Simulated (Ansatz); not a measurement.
Start from `[OH][GeH2][SiH](O)Cl` and change one atom or group to get `O[SiH](Cl)Cl`.

Ansatz, PBE0-D4/def2-TZVP geometries, multiplicity 1. Each molecule was computed in one conformer, which needn't be the lowest.

Scalar relativity is left out up to krypton.

| property | `[OH][GeH2][SiH](O)Cl` |
| --- | --- |
| LUMO energy (PBE/def2-TZVPP) / eV | -1.66 |
| LUMO energy (PBE0/def2-TZVPP) / eV | -0.83 |
| HOMO–LUMO gap (B3LYP/def2-TZVPP) / eV | 6.80 |
| HOMO energy (PBE/def2-TZVPP) / eV | -6.83 |
| HOMO energy (PBE0/def2-TZVPP) / eV | -8.05 |
| HOMO–LUMO gap (PBE0/def2-TZVPP) / eV | 7.22 |

Task: Give the same properties after the change, and the shifts. (An estimate is asked.)

Result: The calculation gave: 
```
                             property  `O[SiH](Cl)Cl`  shift
    LUMO energy (PBE/def2-TZVPP) / eV           -0.54   1.12
   LUMO energy (PBE0/def2-TZVPP) / eV            0.37   1.20
HOMO–LUMO gap (B3LYP/def2-TZVPP) / eV            8.96   2.16
    HOMO energy (PBE/def2-TZVPP) / eV           -7.73  -0.90
   HOMO energy (PBE0/def2-TZVPP) / eV           -9.21  -1.16
 HOMO–LUMO gap (PBE0/def2-TZVPP) / eV            9.58   2.36
```

With PBE0 the HOMO falls by 1.16 eV and the LUMO rises by 1.20 eV, so the gap widens by about 2.36 eV. PBE moves the HOMO by -0.90 eV and ωB97M-V by -1.35 eV.

B3LYP here is the variant with VWN-RPA as its local correlation; programs differ in this.
